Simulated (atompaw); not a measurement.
**oxygen: one change to a PAW (atompaw) potential, before and after**

atompaw 4.2.0.5 input, output lines left out:

```
O 8
GGA-PBE scalarrelativistic loggrid 1500 logderivrange -5 5 251
2 2 0 0 0 0
2 1 3
0 0 0
c
v
v
1
1.90 1.45 1.90 1.70
y
-0.4
n
y
-1.4
n
bloechl besselshape
bessel
```

Change: local potential vpsmatchnc scheme with l = 2 at -0.5 Ry, radius 1.90 bohr.

Cutoffs: the cutoffs (Ry, on a coarse ladder) from which the occupation-weighted sum of valence levels, in a spherical-Bessel basis at the reference potential, stays within 10 and 1 mRy of its value at 400 Ry; they do not see the model core or the augmentation charge, which bear on the density cutoff.

**Question.** What does the change do?

**Answer.** The potential gets harder (30 Ry and 35 Ry → 35 Ry and 50 Ry); neither file shows a bound ghost.

| quantity | base | changed |
| --- | --- | --- |
| cutoff, loose | 30 Ry | 35 Ry |
| cutoff, tight | 35 Ry | 50 Ry |
| loose cutoff by channel (10 mRy a level) | s 18 Ry, p 21 Ry | s 30 Ry, p 25 Ry |
| bound ghosts | none | none |
| s: phases at 1.90 bohr within 0.05 rad from the reference energy up to (Ry; the scan ends near 5) | to the end of the scan | to the end of the scan |
| p: phases at 1.90 bohr within 0.05 rad from the reference energy up to (Ry; the scan ends near 5) | 0.8 | 0.7 |
| lowest overlap eigenvalue by channel | s 0.66, p 0.02 | s 0.63, p 0.01 |

 The cutoffs see the waves, projectors and local potential, not the compensation charge or the core.
